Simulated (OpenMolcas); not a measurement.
Computed transition rates of F IV

```json
{"Program": "OpenMolcas", "Method": "CASSCF", "Basis": "ANO-RCC-VTZP [4s3p2d1f]", "Scalar Hamiltonian": "DKH2, point nucleus", "Active space": "4 electrons in 4 orbitals (2s 2p)", "State averaging": "2S+1 = 3 even, 3 roots; 2S+1 = 1 even, 6 roots; 2S+1 = 5 odd, 1 root; 2S+1 = 3 odd, 9 roots; 2S+1 = 1 odd, 8 roots", "Spin-orbit coupling": "state interaction with AMFI integrals over the reference wave functions, term energies averaged over their components"}
```

Rates come from the transition moments of the reference wave functions (E1 and E2 in the length form). At fixed line strength A goes as λ^-3 for E1 and M1 and as λ^-5 for E2, so a rate at the computed wavelength can be rescaled to the measured one. Measured vacuum wavelengths follow from level energies in Moore, Atomic Energy Levels, vol. I, NSRDS-NBS 35 (1971 reprint of NBS Circular 467, 1949). Branching counts decays inside the model space alone, at computed energies, and the table is only a selection of the E2 and M1 lines, drawn from those between levels with measured partners whose computed energy lies within a factor of 1.5 of the measured one.

```csv
Upper,Lower,Type,λ computed (nm),λ measured (nm),A computed (s-1),A rescaled (s-1),Branching %
2s² 2p² ³P₁,2s² 2p² ³P₀,M1,44650,44400,2.03e-04,2.06e-04,100.0
2s² 2p² ³P₂,2s² 2p² ³P₁,M1,23290,25760,1.07e-03,7.91e-04,100.0
2s² 2p² ¹S₀,2s² 2p² ¹D₂,E2,432.4,353.3,8.63e-01,2.37e+00,45.1
2s² 2p² ¹D₂,2s² 2p² ³P₂,M1,369,406,1.00e-01,,74.0
2s² 2p² ¹D₂,2s² 2p² ³P₁,M1,363.3,399.7,3.51e-02,,25.9
2s² 2p² ¹S₀,2s² 2p² ³P₁,M1,197.4,187.6,1.05e+00,,54.8
```

Spin-changing lines and M1 lines between different terms are not rescaled, since their strength hangs on the term gaps too.

The largest correction is for 2s² 2p² ¹S₀ → 2s² 2p² ¹D₂ (E2): 8.63e-01 × (432.4 / 353.3)^5 = 2.37e+00 s-1, a factor of 2.75.

The computed rate and branching of 2s² 2p² ³P₁ → 2s² 2p² ³P₀ give the upper level a radiative lifetime of 1.000 / 2.03e-04 s-1 = 4.93e+03 s, counting decays inside the model space alone. The rescaled rate gives about 4.8e+03 s.

No measured rate stands beside these. Rescaling mends the energy factor alone: line strengths can still be far off where a level mixes with configurations outside the active space, and weak or spin-changing lines hang on small mixing coefficients that depend on the term gaps too, so rescaling need not improve them.

Computed and measured levels are paired by configuration, term and J; levels that our copy of the source lacks, or whose pairing is in doubt (as where it misses far off the trend of its configuration), stay unpaired. Only configurations of the active space appear.
